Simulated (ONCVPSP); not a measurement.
**revPBE ONCV dataset for Mo, fully relativistic all-electron reference.**

ONCVPSP 4.0.1 input, shortened (lines: element, Z, core and valence counts, functional; n l f; lmax; l rc ep ncon nbas qcut; lloc lpopt rc5 dvloc0; l nproj debl; icmod fcfact rcfact), revPBE, fully relativistic:

```
  Mo 42.00    6    4  -102130      upf
    1    0    2.00
    2    0    2.00
    2    1    6.00
    3    0    2.00
    3    1    6.00
    3    2   10.00
    4    0    2.00
    4    1    6.00
    4    2    5.00
    5    0    1.00
    2
    0    1.50    0.00    4    9    6.50
    1    1.60    0.00    3    6    8.60
    2    1.65    0.00    4    7    5.90
    4    5    1.25    0.00
    0    2    2.20
    1    1    2.70
    2    1    0.80
    1    0.20    0.00
```

Open shells are filled in proportion to 2j + 1.

Poles of the logarithmic derivatives, all-electron (AE) and pseudo (PS). s: poles at -1.3 (AE) and -1.3 (PS) Ha. p3/2: poles at -0.3 (AE) and -0.3 (PS) Ha. p1/2: poles at -0.5 (AE) and -0.5 (PS) Ha. d5/2: poles at 1.5 (AE) and 1.5 (PS) Ha. d3/2: poles at 1.4 (AE) and 1.4 (PS) Ha. Test radii: s 1.53, p3/2 1.62, p1/2 1.62, d5/2 1.68, d3/2 1.68 bohr.

* Cutoffs needed: 23 Ha and 53 Ha (the cutoffs (Ha) at which the residual kinetic energy of the hardest occupied pseudo-wave falls to 1 and 0.1 mHa per electron)
* Ghost test: no bound ghost flagged; GHOST(+) flagged for s at 201.9 eV
* Largest excitation error: +25 meV (all-electron minus pseudo) for 4s2 4p6 4d5 5s0 5p1, out of 4 test configurations
* rms error of d²Exc/dni dnj: 5.63 mHa without and 3.31 mHa with the model core
